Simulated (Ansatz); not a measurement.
Reaction (ligand exchange at the Si–C bond): `[SiH3]C[CH2][InH2]` + `[SH][SnH3]` → `[SiH3][S][SnH3]` + `C[CH2][InH2]`

Calculated with Ansatz (gas phase, PBE0-D4/def2-TZVP geometries, no zero-point term in ΔE). CCSD(T)/CBS is the MP2 limit (def2-TZVPP, def2-QZVPP) plus CCSD(T) − MP2 in def2-TZVPP, frozen cores. DFT in def2-TZVPP. B3LYP here is the variant with VWN-RPA as its local correlation; programs differ in this. HSE06 is defined as in plane-wave codes. Elements past krypton have def2 core potentials. For In, Sn outer-core shells are correlated without core-valence functions, which leaves a few kJ/mol of doubt a bond. Each species was taken in one conformer, which may not be the lowest.

`[SiH3]C[CH2][InH2]`:

```xyz
13

Si    1.401   -0.822   -0.216
C     0.085    0.046   -1.217
C    -0.597    1.087   -0.323
In   -1.311    0.136    1.510
H     1.985   -2.042   -0.833
H     2.494    0.101    0.189
H     0.718   -1.247    1.066
H    -0.633   -0.712   -1.549
H     0.514    0.485   -2.127
H     0.096    1.891   -0.061
H    -1.444    1.554   -0.835
H    -0.959    0.761    3.081
H    -2.349   -1.238    1.315
```

`[SH][SnH3]`:

Z-matrix (Å, degrees):
```
Sn
S 1 2.406
H 1 1.706 2 109.4
H 1 1.701 2 104.7 3 119.6
H 1 1.706 2 109.5 3 -120.9
H 2 1.343 1 93.9 3 59.9
```

`[SiH3][S][SnH3]`:

```xyz
9

Si   -0.237   -0.435    1.641
S    -1.064    1.043    0.353
Sn    0.171    0.512   -1.645
H    -0.491   -1.807    1.126
H    -0.893   -0.269    2.961
H     1.233   -0.265    1.789
H    -0.376    1.623   -2.811
H    -0.178   -1.097   -2.089
H     1.835    0.696   -1.324
```

`C[CH2][InH2]`:

Cartesian coordinates in Å:
```
C -1.330 -0.096 -0.352
C -0.213 0.269 0.616
In 1.796 -0.112 -0.095
H -2.319 0.121 0.067
H -1.316 -1.159 -0.607
H -1.250 0.455 -1.293
H -0.321 -0.272 1.562
H -0.257 1.330 0.883
H 3.171 0.252 0.893
H 2.039 -0.788 -1.674
```

```tsv
level	ΔE (kJ/mol)	difference from CCSD(T)/CBS
LDA (SPW92)	-50.4	11.0
PBE-D4	-62.9	-1.5
revPBE-D4	-64.0	-2.6
B97M-V	-63.8	-2.4
B3LYP-D4	-65.4	-4.0
HSE06-D4	-65.2	-3.8
CAM-B3LYP-D4	-62.9	-1.5
ωB97X-V	-63.3	-1.9
BLYP	-68.3	-6.9
r2SCAN0	-66.1	-4.7
HSE06	-66.7	-5.3
CCSD/def2-TZVPP	-62.4	-1.0
CCSD(T)/def2-TZVPP	-61.1	0.3
HF/CBS(def2)	-77.3	-15.9
MP2/CBS(def2)	-65.3	-3.9
CCSD/CBS(def2)	-62.7	-1.3
CCSD(T)/CBS	-61.4	0
```

Largest T1 diagnostic among the species: 0.013.

The D4 term adds +3.0 kJ/mol with B3LYP and +1.7 kJ/mol with PBE0; it sums over pairs of atoms, weighted by their polarisabilities, and B3LYP, whose exchange is more repulsive, gets the larger term. In def2-TZVPP, CCSD(T) changes the Hartree–Fock value by +16.4 kJ/mol (the triples alone add +1.3 kJ/mol) and MP2 by +12.5 kJ/mol. Leaving LDA and LC-ωPBE aside and taking each functional with its dispersion term where it has one, the values, not all of them listed here, spread over 6.9 kJ/mol, from BHLYP-D4 to ωB97M-V. LDA lies +14.5 kJ/mol from PBE without D4.

CCSD(T)/CBS has its own doubt, a few kJ/mol and more with outer-core shells, so smaller differences from it don't rank the levels.
